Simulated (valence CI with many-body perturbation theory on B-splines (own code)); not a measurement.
**Ir²⁶⁺: magnetic and hyperfine properties of the levels**

Computed by configuration interaction combined with many-body perturbation theory (CI+MBPT): five valence electrons over a frozen Dirac-Fock core [Kr] 4d10, a basis of 7 s, 7 p, 7 d, 7 f, 4 g, 2 h functions for each j, with the one-electron correlation potential Σ1, the two-electron term Σ2, the three-electron term Σ3, Breit, model QED; selected CI, second order for the rest, scaled by the run's own slope (own B-spline code, finite nucleus).

The last digits are not significant, and no measured levels were compared; by estimate large intervals hold to a few tenths of a per cent, small ones and those within an open d or f shell to about a per cent. Among the levels kept, up to 980 cm⁻¹ of a level comes from second order outside the variational space, and about a tenth of that is noise between levels of different J, which matters for small intervals. Only levels of the ground parity were solved; by the run's estimate the other parity begins above the list, which can be wrong where configurations are misplaced.

A/g_I is the dipole constant over the nuclear g factor μ/I (μ in nuclear magnetons, uniformly magnetised nucleus), B/Q the quadrupole constant per barn. Both hold the static response of the core; the bare values leave it out. Large factors of s and p1/2 electrons are usually good to 5 to 10 %; those of open d and f shells near neutrality can be off by tens of per cent, and small factors of p3/2, d and f electrons come from cancelling terms and can be off by a factor of two or in sign, in half-filled shells by more. B is blank for J = 1/2, where it vanishes, and for nearly pure S terms. Energies count from the lowest level.

Names give the largest LS component (configuration and term), which can be under half, so a name can repeat, a term be missing and a line seem to break the LS rules; names also repeat where a configuration has a term twice. Letters in brackets count levels of one name in rising energy.

| Level | E (cm⁻¹) | g | A/g_I (MHz) | A/g_I bare | B/Q (MHz/b) | B/Q bare |
| --- | --- | --- | --- | --- | --- | --- |
| 4f5 6H°_5/2 | 0.0 | 0.447 | 6090 | 5190 | -4320 | -3840 |
| 4f5 6H°_7/2 | 15145 | 0.869 | 3840 | 3680 | -3670 | -3270 |
| 4f5 6H°_9/2 | 27730 | 1.063 | 2910 | 3110 | -3480 | -3120 |
| 4f5 6F°_5/2 [a] | 28437 | 1.099 | 3230 | 3560 | -1830 | -1620 |
| 4f5 6F°_3/2 | 29643 | 0.952 | 4230 | 4340 | -829 | -717 |
| 4f5 6F°_1/2 | 31556 | -0.506 | 13100 | 10800 |  |  |
| 4f5 6H°_11/2 | 37645 | 1.162 | 2540 | 2930 | -3540 | -3200 |
| 4f5 6F°_7/2 | 41494 | 1.305 | 1710 | 2340 | -72.5 | -93.7 |
| 4f5 6H°_13/2 | 45224 | 1.204 | 2450 | 2930 | -3720 | -3380 |
| 4f5 6H°_15/2 | 47840 | 1.142 | 2860 | 3250 | -2100 | -1970 |
| 4f5 6F°_9/2 | 53045 | 1.363 | 1410 | 2150 | 1470 | 1260 |
| 4f5 6F°_5/2 [b] | 58005 | 0.966 | 3720 | 3790 | -2680 | -2390 |
| 4f5 4M°_15/2 | 62615 | 1.029 | 3190 | 3340 | -70.4 | -128 |
| 4f5 6F°_11/2 | 63346 | 1.367 | 1470 | 2230 | 2970 | 2580 |
| 4f5 4F°_3/2 [a] | 66281 | 0.579 | 5630 | 5000 | -149 | -145 |
| 4f5 4I°_9/2 [a] | 69254 | 0.835 | 4010 | 3790 | -2070 | -1830 |
| 4f5 4L°_13/2 | 69625 | 0.946 | 3590 | 3600 | -555 | -523 |
| 4f5 4K°_11/2 [a] | 70355 | 0.922 | 3650 | 3600 | -1200 | -1070 |
| 4f5 4P°_5/2 [a] | 73153 | 1.363 | 1630 | 2410 | -2740 | -2430 |
| 4f5 4G°_7/2 [a] | 75692 | 1.045 | 3240 | 3440 | -2610 | -2350 |
| 4f5 4M°_17/2 | 78489 | 1.007 | 3300 | 3420 | 3520 | 3070 |
| 4f5 2P°_1/2 [a] | 81425 | 0.416 | 9520 | 9020 |  |  |
| 4f5 6P°_3/2 | 84872 | 1.954 | -2750 | -1110 | 900 | 776 |
| 4f5 4G°_9/2 [a] | 88195 | 1.079 | 3040 | 3290 | -1270 | -1160 |
| 4f5 4L°_15/2 | 88321 | 1.005 | 3330 | 3440 | -224 | -210 |
| 4f5 4M°_19/2 [a] | 89911 | 1.060 | 3080 | 3300 | 4300 | 3770 |
| 4f5 4H°_7/2 [a] | 92184 | 0.843 | 3890 | 3680 | 812 | 745 |
| 4f5 4F°_5/2 [a] | 92271 | 0.894 | 4250 | 4210 | 616 | 526 |
| 4f5 4H°_11/2 [a] | 93742 | 1.108 | 2870 | 3180 | 719 | 620 |
| 4f5 4I°_9/2 [b] | 94091 | 1.049 | 3010 | 3190 | 2340 | 2050 |
| 4f5 4K°_13/2 | 94728 | 0.946 | 3600 | 3610 | -1950 | -1700 |
| 4f5 4M°_21/2 | 95049 | 1.087 | 3030 | 3300 | 5180 | 4530 |
| 4f5 2K°_15/2 [a] | 95255 | 1.073 | 2880 | 3100 | -74.4 | -103 |
| 4f5 4L°_17/2 | 98235 | 1.026 | 3350 | 3520 | -214 | -193 |
| 4f5 4D°_7/2 [a] | 99927 | 1.442 | 700 | 1540 | 1410 | 1220 |
| 4f5 4I°_11/2 [a] | 100460 | 0.940 | 3360 | 3320 | -1610 | -1400 |
| 4f5 4I°_13/2 [a] | 100700 | 1.049 | 3070 | 3260 | -381 | -347 |
| 4f5 6P°_5/2 | 102380 | 1.416 | 1280 | 2130 | -2000 | -1770 |
| 4f5 4H°_13/2 [a] | 103760 | 1.100 | 2910 | 3210 | -637 | -587 |
| 4f5 4D°_3/2 [a] | 106410 | 1.322 | 1180 | 1790 | 391 | 359 |

(1) Take the isotope of mass number 191, with I = 3/2, μ = 0.1502 μN and Q = 0.816 b. What is the hyperfine structure of 4f5 6F°_7/2?

## Answers

(1) From the table A = 171 MHz, B = -59.2 MHz. Shifts from the centre of gravity in MHz: F = 2: -1190, F = 3: -631, F = 4: 70.2, F = 5: 883.
